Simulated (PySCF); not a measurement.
Isomers of C6H16OSi2, mass 160.074 u with the commonest isotopes. The calculation used PBE0/pcSseg-1 in PySCF (dipole) on a GFN2-xTB geometry, gas phase. One conformer each, none proved a minimum here; rigid rotors.

Question: Order these by rotational constant A, largest first.
A. `[CH3:1][CH2:2][C@H:3]1[CH2:4][C@H:5]([SiH2:6][O:7][SiH3:8])[CH2:9]1` with C1–C2–C3–C4 -175°, C4–C5–Si6–O7 -170°, C2–C3–C4–C5 134°, C3–C4–C5–Si6 103°, C4–C5–C9–C3 14°, C2–C3–C9–C5 -134°
B. `[CH3:1][Si:2]1([CH3:3])[CH2:4][C@H:5]([CH2:6][SiH3:7])[CH2:8][O:9]1` with C4–C5–C6–Si7 177°, C1–Si2–C4–C5 95°, Si2–C4–C5–C6 158°, C4–C5–C8–O9 -40°, C5–C8–O9–Si2 26°
C. `[CH3:1][C@@H:2]([SiH3:3])[C@:4]([CH3:5])([CH:6]=[O:7])[CH2:8][SiH3:9]` with C1–C2–C4–C5 -54°, C2–C4–C6–O7 21°, C2–C4–C8–Si9 56°

Answer: B (2683 MHz), A (2342 MHz), C (1478 MHz).

Question: Order these by out-of-plane moment Σ m c² = (Ia + Ib − Ic)/2, largest first.
A. `[CH3:1][CH2:2][C@H:3]1[CH2:4][C@H:5]([SiH2:6][O:7][SiH3:8])[CH2:9]1` with C1–C2–C3–C4 -175°, C4–C5–Si6–O7 -170°, C2–C3–C4–C5 134°, C3–C4–C5–Si6 103°, C4–C5–C9–C3 14°, C2–C3–C9–C5 -134°
B. `[CH3:1][Si:2]1([CH3:3])[CH2:4][C@H:5]([CH2:6][SiH3:7])[CH2:8][O:9]1` with C4–C5–C6–Si7 177°, C1–Si2–C4–C5 95°, Si2–C4–C5–C6 158°, C4–C5–C8–O9 -40°, C5–C8–O9–Si2 26°
C. `[CH3:1][C@@H:2]([SiH3:3])[C@:4]([CH3:5])([CH:6]=[O:7])[CH2:8][SiH3:9]` with C1–C2–C4–C5 -54°, C2–C4–C6–O7 21°, C2–C4–C8–Si9 56°

Answer: C (149.33 u·Å²), B (92.83 u·Å²), A (40.97 u·Å²).

Question: Order these by rotational constant C, smallest first.
A. `[CH3:1][C@@H:2]([SiH3:3])[C@:4]([CH3:5])([CH:6]=[O:7])[CH2:8][SiH3:9]` with C1–C2–C4–C5 -54°, C2–C4–C6–O7 21°, C2–C4–C8–Si9 56°
B. `[CH3:1][CH2:2][C@H:3]1[CH2:4][C@H:5]([SiH2:6][O:7][SiH3:8])[CH2:9]1` with C1–C2–C3–C4 -175°, C4–C5–Si6–O7 -170°, C2–C3–C4–C5 134°, C3–C4–C5–Si6 103°, C4–C5–C9–C3 14°, C2–C3–C9–C5 -134°
C. `[CH3:1][Si:2]1([CH3:3])[CH2:4][C@H:5]([CH2:6][SiH3:7])[CH2:8][O:9]1` with C4–C5–C6–Si7 177°, C1–Si2–C4–C5 95°, Si2–C4–C5–C6 158°, C4–C5–C8–O9 -40°, C5–C8–O9–Si2 26°

Answer: B (422.7 MHz), C (519.8 MHz), A (773.5 MHz).

```
                            SMILES  point group  Ia (u·Å²)  Ib (u·Å²)  Ic (u·Å²)      κ  μa (D)  μb (D)  μc (D)
       C[Si]1(C)C[C@H](C[SiH3])CO1           C1     188.34     969.52     972.21  -1.00    0.24    0.50    1.47
C[C@@H]([SiH3])[C@](C)(C=O)C[SiH3]           C1     341.95     610.04     653.34  -0.84    2.51    0.99    2.21
   CC[C@H]1C[C@H]([SiH2]O[SiH3])C1           C1     215.75    1061.82    1195.65  -0.94    0.78    0.38    0.51
```
